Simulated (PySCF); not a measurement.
# HoH3(H2O) at several levels of theory

Computed with PySCF 2.14.0 (density fitting, no spin-orbit coupling) at the geometry relaxed with PBE0:

```xyz
7
HoH3(H2O) (singlet in the valence; each metal's 4f electrons, 10 of them, lie in its core potential, out of spins and levels; a saddle point, relaxed within its symmetry)
Ho    0.1207   -0.1427    0.1314
H     0.7938    1.6407    0.8221
H    -0.9807   -1.3019    1.3541
H     1.1647   -1.0347   -1.3446
O    -1.1856    1.2568   -1.2422
H    -0.9550    2.1799   -1.0508
H    -1.3427    1.1857   -2.1932
```

```csv
level,basis,state,HOMO (eV),gap (eV),charge on Ho1 (e),population of f-type functions on Ho1 (polarisation alone where 4f lies in the core),dipole about the centre of mass (D),largest force component (eV/Å)
PBE0,"Ho lcecp-1-SVP with ECP56, H def2-SVP, O def2-SVP",singlet,-6.35,5.63,0.54,0.02,5.24,0.01
TPSS,the same,singlet,-5.35,3.99,0.62,0.02,5.23,0.48
PBE0,"Ho lcecp-1-TZVP with ECP56, H def2-TZVP, O def2-TZVP",singlet,-6.40,5.47,0.75,0.03,5.12,0.24
```

In the lcecp rows the 4f levels are missing from HOMO and gap, and the state counts the valence alone.

Charges are Mulliken's, which hang on the basis. The relaxation used the grid (50, 194), these runs (75, 302) or, all-electron (x2c bases, spin-free X2C Hamiltonian), (99, 590).

Problem. What does PBE with Ho lcecp-1-SVP with ECP56, H def2-SVP, O def2-SVP give here?

Solution. state singlet, HOMO (eV) -5.13, gap (eV) 3.53, charge on Ho1 (e) 0.35, population of f-type functions on Ho1 (polarisation alone where 4f lies in the core) 0.02, dipole about the centre of mass (D) 5.17, largest force component (eV/Å) 0.52. Time: 3 s on 2 threads of Arm Neoverse V2 (shared host), from an already converged density.

In the first row's basis the gap widens with exact exchange: 3.5 to 4.0 eV for PBE, TPSS (none); 5.6 eV for PBE0 (a fixed share).

An lcecp potential fixes the number of 4f electrons, so in runs with it no electron can move into or out of that shell.
